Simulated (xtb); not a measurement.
C5H9B, SMILES C(#C)B(C)CC. All values are semi-empirical tight-binding results from xtb (GFN2-xTB unless named), good for trends rather than for accurate numbers. Coordinates come from a GFN2-xTB optimisation. The structure was generated by enumeration, and PubChem lists no compound with its InChIKey, so it may never have been made. The values are those of a single conformer.

A frequency run showed that this geometry is not a minimum.

Estimate the properties. (Estimate from the structure and the level; the computed values follow.)


```
Quantity                                         Result
----------------------------------------  -------------
orbital gap                                     3.71 eV
dipole moment                                    0.37 D
static polarisability (D4 model)             68.7 bohr³
solvation energy, GFN2-xTB/ALPB(water)    -1.0 kcal/mol
solvation energy, GFN2-xTB/ALPB(octanol)  -4.7 kcal/mol
```

Give the IR lines (harmonic; lines under 4 % of the strongest left out, lines within 3 cm⁻¹ merged). (An estimate is asked for; the answer gives what the named calculation found.)

ν (cm⁻¹): 661 (w), 696 (w), 822 (vs), 849 (w), 971 (m), 1007 (m), 1063 (m), 1123 (s), 1191 (vs), 1232 (w), 1315 (w), 1384 (m), 1463 (w), 2195 (m), 2923 (m), 2966 (m), 3002 (m), 3013 (m), 3020 (m), 3031 (m), 3038 (m) (against the strongest line: vs over 80 %, s over 45 %, m over 15 %, w over 4 %, vw less). 1 imaginary mode(s) remain.
